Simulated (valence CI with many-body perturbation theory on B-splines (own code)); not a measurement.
# How close is CI+MBPT for Ne⁵⁺?

Level of theory: configuration interaction combined with many-body perturbation theory (CI+MBPT): three valence electrons over a frozen Dirac-Fock core [He], a basis of 11 s, 11 p, 9 d, 7 f, 5 g, 2 h, 1 i functions for each j, with the one-electron correlation potential Σ1 (screened to all orders), the two-electron term Σ2, the three-electron term Σ3, Breit, model QED; selected single and double excitations, second order for the rest, scaled by the run's own slope (own B-spline code, finite nucleus).

Against 28 measured levels this calculation errs by 163 cm⁻¹ on average and by 445 at most. These come from a selection out of NIST levels in Podobedova, Fuhr, Reader and Wiese, J. Phys. Chem. Ref. Data 33, 525 (2004). Levels without a partner in it may be off by more. 2 measured levels below the end of the list, from 983000 cm⁻¹ on, found no clear computed partner, and computed levels of the same name lie up to 9623 cm⁻¹ from them.

Measured levels: NIST levels in Podobedova, Fuhr, Reader and Wiese, J. Phys. Chem. Ref. Data 33, 525 (2004). Pairs share parity and J, and are chosen by configuration, term and nearness in energy; levels without a clear partner are left out. Energies in cm⁻¹ above the measured ground level. The last column is blank where CI alone has no clear partner.

Letters in brackets count levels of one name in rising energy.

| Computed label | Label in the source | Measured | Computed | Difference | CI alone, difference |
| --- | --- | --- | --- | --- | --- |
| 2s2 2p 2P°_1/2 | 2s2 2p 2P° | 0 | 0.0 | 0 | 0 |
| 2s2 2p 2P°_3/2 | 2s2 2p 2P° | 1310 | 1305.7 | -4 | +115 |
| 2s 2p2 2D_5/2 | 2s 2p2 2D | 178992 | 179052.7 | +61 | +1485 |
| 2s 2p2 2D_3/2 | 2s 2p2 2D | 179021 | 179082.6 | +62 | +1452 |
| 2s 2p2 2S_1/2 | 2s 2p2 2S | 230853 | 231018.1 | +165 | +1323 |
| 2s 2p2 2P_1/2 | 2s 2p2 2P | 249292 | 249456.7 | +165 | +2877 |
| 2s 2p2 2P_3/2 | 2s 2p2 2P | 250112 | 250269.1 | +157 | +2991 |
| 2p3 2P°_1/2 | 2p3 2P° | 405984 | 406157.5 | +174 | +3222 |
| 2p3 2P°_3/2 | 2p3 2P° | 406056 | 406204.8 | +149 | +3228 |
| 2s2 3s 2S_1/2 | 2s2 3s 2S | 722610 | 722582.1 | -28 | -933 |
| 2s2 3p 2P°_1/2 | 2s2 3p 2P° | 771234.1 | 771189.9 | -44 | -783 |
| 2s2 3p 2P°_3/2 | 2s2 3p 2P° | 771556.7 | 771512.3 | -44 | -750 |
| 2s 2p 3s 2P°_1/2 [a] | 2s 2p(3P°) 3s 2P° | 855740 | 855492.8 | -247 | -287 |
| 2s 2p 3s 2P°_3/2 [a] | 2s 2p(3P°) 3s 2P° | 856560 | 856378.3 | -182 | -119 |
| 2s 2p 3p 2P_1/2 [a] | 2s 2p(3P°) 3p 2P | 876190 | 875924.1 | -266 | -44 |
| 2s 2p 3p 2P_3/2 [a] | 2s 2p(3P°) 3p 2P | 876660 | 876313.0 | -347 | -58 |
| 2s 2p 3p 2D_3/2 [a] | 2s 2p(3P°) 3p 2D | 900100 | 899851.9 | -248 | +16 |
| 2s 2p 3p 2D_5/2 [a] | 2s 2p(3P°) 3p 2D | 900900 | 900702.2 | -198 | +159 |
| 2s 2p 3p 2S_1/2 [a] | 2s 2p(3P°) 3p 2S | 914860 | 914591.7 | -268 | -16 |
| 2s 2p 3d 2D°_3/2 | 2s 2p(3P°) 3d 2D° | 928020 | 927861.4 | -159 | -117 |
| 2s 2p 3d 2D°_5/2 | 2s 2p(3P°) 3d 2D° | 928220 | 928019.0 | -201 | -126 |
| 2s 2p 3d 2F°_5/2 [a] | 2s 2p(3P°) 3d 2F° | 945900 | 945806.3 | -94 | -113 |
| 2s 2p 3d 2F°_7/2 [a] | 2s 2p(3P°) 3d 2F° | 946700 | 946616.4 | -84 | +4 |
| 2s 2p 3d 2P°_3/2 | 2s 2p(3P°) 3d 2P° | 952200 | 952156.0 | -44 | +101 |
| 2s 2p 3d 2P°_1/2 | 2s 2p(3P°) 3d 2P° | 952610 | 952608.8 | -1 | +167 |
| 2s 2p 3p 2D_3/2 [b] | 2s 2p(1P°) 3p 2D | 986000 | 986210.1 | +210 | +1469 |
| 2s 2p 3p 2D_5/2 [b] | 2s 2p(1P°) 3p 2D | 986140 | 986299.6 | +160 | +1436 |
| 2s 2p 3p 2P_1/2 [b] | 2s 2p(1P°) 3p 2P | 987650 | 988095.1 | +445 | +1915 |
| 2s 2p 3p 2P_3/2 [b] | 2s 2p(1P°) 3p 2P | 987950 | 988319.7 | +370 | +1879 |

Over 28 excited levels the mean absolute difference is 163 cm⁻¹, the median 162 and the largest 445. For the 28 levels that pair on every rung the mean is CI alone 971, + Σ1 1006, + Σ2 361, + Σ3 238, + Breit 180, + QED 163. The comparison draws on a selection of the measured levels: 29 of the 72 computed ones have a partner in it, and others may be off by more.

These 2 measured levels below the end of the computed list are not counted above. Beside each stands the unpaired computed level of its name, or else the nearest of its J and parity; the gap is either an error of the method or a doubtful assignment.

| Label in the source | J | Measured | Unpaired level | Computed |
| --- | --- | --- | --- | --- |
| 2s2 4s 2S | 1/2 | 983000 | 2s2 4s 2S_1/2 | 976069 |
| 2s 2p(1P°) 3p 2S | 1/2 | 994000 | 2s 2p 3p 2S_1/2 [b] | 1003623 |
